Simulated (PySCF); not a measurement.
How methods differ on the ionisation energy of Dy

Dy [Xe] 4f10 6s2 (high-spin determinant) → Dy⁺ [Xe] 4f10 6s1 (high-spin determinant), as a difference of total energies. Calculation: PySCF 2.14, in x2c-TZVPPall (11s7p7d4f2g, 113 functions); the spin-free X2C one-electron Hamiltonian (Gaussian nucleus). Correlated levels: valence: [Kr] 4d10 frozen; valence and next inner shell: [Ar] 3d10 frozen. The calculations carry no spin-orbit coupling.

```tsv
method	ionisation energy (eV)
UHF	4.853
LDA	6.096
PBE	5.878
PBE0	5.763
r2SCAN	5.616
MP2 (valence)	5.809
SCS-MP2 (valence)	5.832
MP2 (valence and next inner shell)	5.829
SCS-MP2 (valence and next inner shell)	5.840
```

Problem. How much does correlation contribute at MP2 (valence and next inner shell)?

Solution. 5.829 − (4.853) = 0.976 eV, measured against UHF.

Errors of the correlated levels include the incompleteness of this basis and the frozen core.

The determinant of Dy and of Dy⁺ mixes LS terms, which raises its energy above the lowest term, most at the Hartree-Fock and MP2 levels.

For comparison: 5.939 eV (measured; NIST Atomic Spectra Database, ionization energies).
